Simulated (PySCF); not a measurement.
Molecule: MoCl$_{5}$, net charge 0, doublet state. The spin state was set by rule; other spins were not relaxed. SMILES: [Cl][Mo]([Cl])([Cl])([Cl])[Cl]
Geometry: optimised at B3LYP-D3(BJ)/def2-TZVP (Ansatz).

Dispersion corrections to the total energy (kcal/mol) from the dftd3 and dftd4 libraries through PySCF: D3(BJ) without and D4 with the three-body term, each with the damping fitted for the functional named.

| functional | D3(BJ) | D4 |
|---|---|---|
| PBE0 | -8.25 | ? |
| LC-wPBE | -10.01 | -9.65 |
| BLYP | -20.48 | -17.64 |
| CAM-B3LYP | -8.97 | -7.76 |
| BP86 | -17.71 | ? |
| r2SCAN | -2.42 | -1.92 |
| HSE06 | -7.60 | ? |

Q: Some entries are withheld; supply them.

A: 
- PBE0, D4: -7.34
- BP86, D4: -12.36
- HSE06, D4: -7.01
